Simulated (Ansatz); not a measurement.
Mulliken charges of CH₃F₂GaS (`C[S][Ga]([F])[F]`) from PBE/def2-TZVPP in Ansatz (PBE0-D4/def2-TZVP geometry).

```csv
atom,x (Å),y (Å),z (Å),charge (e)
C1,-0.494,-0.836,1.001,-0.265
S2,0.778,0.472,0.986,-0.145
Ga3,0.685,1.063,-1.088,0.651
F4,-0.409,0.286,-2.203,-0.330
F5,1.661,2.315,-1.795,-0.313
H6,-0.262,-1.626,0.291,0.138
H7,-0.478,-1.246,2.011,0.127
H8,-1.481,-0.428,0.797,0.137
```

Problem. By hand: the dipole of these point charges (1 e Å = 4.8032 D).

Solution. Σ q r = (-0.221, -0.415, 0.577) e Å, of length 0.744 e Å = 3.57 D.

Problem. How does the dipole of the full density compare? (Best estimate.)

Solution. Ansatz gave: (-0.213, -0.375, 0.481) e Å, 3.10 D; the point charges give 1.15 times that, at 3° from its direction.

Point charges leave out the atoms' own dipoles, such as those of lone pairs, and Mulliken's split depends on the basis, so the two needn't agree.
